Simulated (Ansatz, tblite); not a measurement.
Forces on Ga(CO)H3 (CH₃GaO) at its PBE0-D4/def2-TZVP geometry. The state is a singlet with charge 0.

The xTB rows come from tblite.

GFN1-xTB (tblite), largest force 0.40 eV/Å:

```xyz
6
positions Å, forces eV/Å
Ga    0.739   -0.255   -0.356   -0.235    0.082    0.124
C    -1.176    0.403    0.547    0.302   -0.105   -0.154
O    -2.129    0.736    1.031   -0.034    0.012    0.021
H     1.456    1.131   -0.156   -0.162   -0.356   -0.062
H     0.133   -0.614   -1.762    0.168    0.086    0.349
H     0.978   -1.401    0.696   -0.040    0.281   -0.277
```

GFN2-xTB (tblite), largest force 0.54 eV/Å:

```
Ga -0.463 0.159 0.219
C 0.387 -0.134 -0.190
O 0.192 -0.065 -0.086
H -0.207 -0.383 -0.053
H 0.166 0.103 0.399
H -0.074 0.321 -0.289
```

HF/def2-TZVP (Ansatz), largest force 4.14 eV/Å:

```
Ga 0.547 -0.188 -0.252
C -3.533 1.231 1.784
O 2.815 -0.984 -1.446
H 0.112 0.104 -0.007
H -0.013 -0.046 -0.146
H 0.072 -0.116 0.066
```
